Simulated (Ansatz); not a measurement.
Consider the ligand exchange at a B–O bond: `[NH2][GeH2][O]BF` + `BO` → `BOBF` + `[NH2][GeH2][OH]`.

Gas-phase electronic energies from Ansatz, PBE0-D4/def2-TZVP geometries. CCSD(T)/CBS is the MP2 limit (def2-TZVPP, def2-QZVPP) plus CCSD(T) − MP2 in def2-TZVPP, frozen cores. This one scheme is used for every species. Functionals use def2-TZVPP. HSE06 is defined as in plane-wave codes. For Ge outer-core shells are correlated without core-valence functions, which leaves a few kJ/mol of doubt a bond. Scalar relativity is left out up to krypton. One conformer a species, not always the lowest.

```
             level  ΔE (kcal/mol)
          HSE06-D4           11.0
           ωB97X-V           10.8
RPA@PBE/def2-TZVPP           11.4
     HF/def2-QZVPP            8.3
```

(1) What does CCSD(T)/CBS give? (Best estimate.)

Largest T1 diagnostic among the species: 0.014.

Answers

(1) The calculation gave: +10.2 kcal/mol. The listed levels differ from it by 0.8, 0.6, 1.2, -1.9 kcal/mol.

From BLYP to BHLYP (50 % exact exchange), in def2-TZVPP and without D4, ΔE moves by −1.3 kcal/mol. In def2-TZVPP, CCSD(T) changes the Hartree–Fock value by +2.7 kcal/mol (the triples alone add +0.5 kcal/mol) and MP2 by +2.6 kcal/mol.
